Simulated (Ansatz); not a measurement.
Total energies of C4H3F3 (`FC1=C(F)C(F)C1`).

Cartesian coordinates in Å:
```
F 1.637 -0.919 -1.536
C 0.726 -0.363 -0.771
C 0.094 0.806 -0.769
F 0.081 1.869 -1.542
C -0.585 0.536 0.530
F -1.958 0.483 0.491
C 0.111 -0.858 0.501
H -0.300 1.173 1.371
H -0.605 -1.674 0.399
H 0.800 -1.052 1.326
```

The species carries charge 0 and has multiplicity 1. The structure was optimised at the PBE0-D4/def2-TZVP level. Basis def2-TZVPP, Ansatz 0.2.0.

RPA on PBE orbitals: Hartree–Fock energy of these orbitals -451.56391 Eh, correlation -2.10078 Eh (frozen core).

| functional | energy without D4 (Eh) | D4 term (kJ/mol) |
| --- | --- | --- |
| LDA (SPW92) | -450.57956 | – |
| revPBE | -453.73706 | -66.5 |
| r2SCAN | -453.66538 | -4.7 |
| PBE0 | -453.41396 | -15.8 |
| HSE06 (plane-wave form) | -453.39379 | -14.5 |
| BHLYP | -453.66957 | -20.8 |
| LC-ωPBE | -453.61165 | – |
| ωB97X-V | -453.73560 | – |
| ωB97M-V | -453.75046 | – |
| B2PLYP | -453.58182 | – |

Give the same for PBE, BLYP, B97M-V, B3LYP, r2SCANh, r2SCAN0, CAM-B3LYP, PBE-QIDH. (Estimate.)

The calculation gave: 
| functional | energy without D4 (Eh) | D4 term (kJ/mol) |
| --- | --- | --- |
| PBE | -453.40577 | -19.0 |
| BLYP | -453.79319 | -43.1 |
| B97M-V | -453.77713 | – |
| B3LYP | -453.87723 | -30.4 |
| r2SCANh | -453.64118 | -4.9 |
| r2SCAN0 | -453.60671 | -5.4 |
| CAM-B3LYP | -453.72737 | -15.7 |
| PBE-QIDH | -453.34792 | – |

B3LYP takes the VWN-RPA correlation (the form of Gaussian; ORCA's B3LYP/G). HSE06 is the plane-wave form, built on full-range PBE exchange. The double hybrids freeze the cores in their second-order part.

LC-ωPBE has ω = 0.4 bohr⁻¹.
